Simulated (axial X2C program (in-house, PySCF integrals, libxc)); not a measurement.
## Potential curves of ZnSb⁺, 2c

Computed with an in-house relativistic program for diatomic molecules. Two-component (2c) means X2C with spin–orbit coupling and atomic mean-field two-electron Coulomb and Gaunt terms. Basis: Sb dyall-v3z [11s12p8d1f], Zn dyall-v3z [9s10p6d3f2g] (cores contracted in-house); Gaussian nuclei, density fitting, unrestricted open shells. Masses: Sb 120.904 u, Zn 63.929 u.

State: Ω = 1 (⟨Sz⟩ = 0.98, ⟨Lz⟩ = 0.02 at HF). Energies in cm⁻¹ from the fragments at the same level (Sb + Zn+). Fits are polynomials in 1 − R0/R over 0.85 to 1.23 times the lowest point R0.

| R (Å) | HF |
| --- | --- |
| 2.2768 | -2144 |
| 2.3815 | -5106 |
| 2.4600 | -6575 |
| 2.5385 | -7572 |
| 2.6170 | -8211 |
| 2.7086 | -8613 |
| 2.8002 | -8740 |
| 2.9180 | -8615 |
| 3.0619 | -8169 |
| 3.2713 | -7201 |

One determinant describes the state; a PBE0 search over occupations chose it and may have missed a lower one. Dissociation energies refer to the lowest single-determinant-based atoms at the same level and basis. PBE0 can misorder states that lie within some tenths of an eV, so this need not be the ground state of the molecule. The nearest other 2c determinant of the search, Ω = 0, lies 0.40 eV up at the distance of the search. With several unpaired electrons one determinant need not be a pure state. Open-shell Ω = 0 determinants with evenly filled partner blocks cannot be reached by this program, so the Ω shown need not be the lowest component. This is the Ω = 1 component of a π² triplet; the 0⁺ component is not one determinant and can lie lowest. The determinant is spin-polarised beyond a pure state at some levels (its spin-free form has ⟨S²⟩ too high), which makes Re and μ there less reliable.

(1) What are Re, ωe and De at the HF level?

Answers

(1) At HF, 2c: Re = 2.807 Å, ωe ≈ 137 cm⁻¹, De = 1.08 eV to Sb + Zn+; Be follows as 0.0512 cm⁻¹.
